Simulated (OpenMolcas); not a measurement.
V3+ (d2) on a cation site of an ionic host was computed by CASSCF with the d shell active (OpenMolcas, ANO-RCC-VTZP on the metal). Its lowest spin-free states, and all those of the highest spin:

| 2S+1 | Degeneracy | E (cm-1) |
| --- | --- | --- |
| 3 | 3 | 0.0 |
| 3 | 3 | 11062 |
| 1 | 3 | 14090 |
| 1 | 2 | 14503 |
| 3 | 1 | 23567 |
| 3 | 3 | 24755 |
| 1 | 3 | 27474 |
| 1 | 1 | 27791 |
| 1 | 3 | 30494 |
| 1 | 2 | 39832 |
| 1 | 1 | 61940 |

Q: Is the site octahedral, tetrahedral or cube-like, axial, or of lower symmetry?

A: The states with 2S+1 = 3 have orbital degeneracies 3, 3, 1, 3. Threefold states need a cubic site. For d2 at this spin an octahedron puts the threefold T1 below the threefold T2 and a tetrahedron or cube puts the single A2 below the threefold T2, so the site is octahedral. The run had V3+ with its 6 nearest fluoride ions at 2.02 Å, on the Cd site of idealised cubic KCdF3 (a = 4.302 Å, distance in the model lattice 2.151 Å). The rest of the host is ab initio model potentials to 7.6 Å, with orthogonalisation functions on the cations behind the ligands, and point charges beyond; the distance is set by hand and nothing relaxes, and no local charge compensation is placed. Ligand basis ANO-RCC-VDZP.

An orbital triplet at a regular site is open to Jahn-Teller coupling, which can distort the site and quench the lowest spin-orbit gaps and is left out. Without dynamic correlation the repulsion within the d shell is too large (B by tens of per cent), so at a given field states of lower spin stand too high. Ligand-to-metal charge-transfer states are missing. With no ligand orbital active B as a rule stays too high, so bands that hang on it stand too high and its fall with covalency is understated. With metal d orbitals alone and no dynamic correlation 10Dq can be off by a tenth to a fifth, either way, in oxide and fluoride hosts. No measured value stands beside these numbers; the geometry was set by hand and not optimised.
